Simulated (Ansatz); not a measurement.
CH3BFGa, one more setting.

```yaml
crystal:
  periodic: [false, false, false]
  atoms:
    - {symbol: F, position_ang: [-0.990178, -1.421256, 0.147072]}
    - {symbol: C, position_ang: [0.184012, -0.743890, -0.223030]}
    - {symbol: B, position_ang: [0.538438, 0.515460, 0.398575]}
    - {symbol: Ga, position_ang: [-1.617919, 0.758431, -0.617540]}
    - {symbol: H, position_ang: [0.658059, -1.295732, -1.027033]}
    - {symbol: H, position_ang: [-0.203118, 0.984401, 1.245134]}
    - {symbol: H, position_ang: [1.492006, 1.134586, 0.031322]}
basis:
  gaussian: {orbitals: "6-31G*"}
hamiltonian: {xc: {name: BLYP}, dispersion: d4}
scf: {lower_state_search: full}
output: {forces: true}
```

```sh
$ ansatz run in.yaml --threads 2 --pin off --events-out ev --progress --plain --max-ram 4352MiB
```

Output, abridged:

```
Functional definition: BLYP
956 factors; their error is unknown
mean field evaluation 1: about -56843.7576 eV, gradient 4.8e1 eV
mean field evaluation 2: about -56788.6473 eV, gradient 1.3e2 eV
mean field evaluation 4: about -56848.9011 eV, gradient 1.5e1 eV
mean field evaluation 8: about -56849.6407 eV, gradient 1.2e-1 eV
mean field evaluation 16: about -56849.5920 eV, gradient 4.6e-4 eV
mean field -56849.59197056 eV, -2089.1839708807 hartree, gradient 2.4e-5 eV, S^2 0.000000; 0 other end points of the search recorded, 0 dependent functions left out
reference -56849.59227219 eV, -2089.1839819653 hartree; 27, 27 occupied and 59, 59 virtual orbitals, 956 factors
Total energy: -56849.90061150 eV, -2089.1953132260 hartree
Atom 0 at    -0.990178    -1.421256     0.147072 Å, force    -0.822682    -0.446162     0.230675 eV/Å
Atom 1 at     0.184012    -0.743890    -0.223030 Å, force     0.785792    -0.040533    -0.136820 eV/Å
Atom 2 at     0.538438     0.515460     0.398575 Å, force     0.223352     0.369237     0.257104 eV/Å
Atom 3 at    -1.617919     0.758431    -0.617540 Å, force    -0.486986     0.182736    -0.176531 eV/Å
Atom 4 at     0.658059    -1.295732    -1.027033 Å, force     0.150418    -0.199383    -0.289007 eV/Å
Atom 5 at    -0.203118     0.984401     1.245134 Å, force     0.014050     0.060516     0.112353 eV/Å
Atom 6 at     1.492006     1.134586     0.031322 Å, force     0.136056     0.073589     0.002226 eV/Å
Dipole moment:    -0.185329     0.046703    -0.283732 e Å
```

Run time 1.5 s (2 threads of an Arm Neoverse V1 on a shared host); peak host memory 0.12 GiB.
